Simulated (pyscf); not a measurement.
Optimised with ωB97X-D3(BJ)/def2-SVP in PySCF. Correlated levels are frozen-core, on RHF or UHF. ΔMP2 is the change of the MP2 total energy from the triple- to the quadruple-zeta basis.

For the elementary gas-phase step HB=NH (SMILES B=N) -> B–NH₂ (SMILES [B]N) [singlet] (singlet surface; B–H broken, H–N formed), what barrier and reaction energy does CCSD(T)/def2-TZVPP + ΔMP2(QZVPP) give, measured from the reactant's lowest minimum found?

ΔE‡ = 293.5 kJ/mol, ΔE = +160.5 kJ/mol. Zero-point energy shifts the barrier by -13.8 kJ/mol. It is a hydrogen shift, with an imaginary mode of 1468i cm⁻¹. This is the saddle that the search found; another between the same sides may lie lower. The CCSD(T) − MP2 part came from Ansatz, without density fitting, on the same reference.
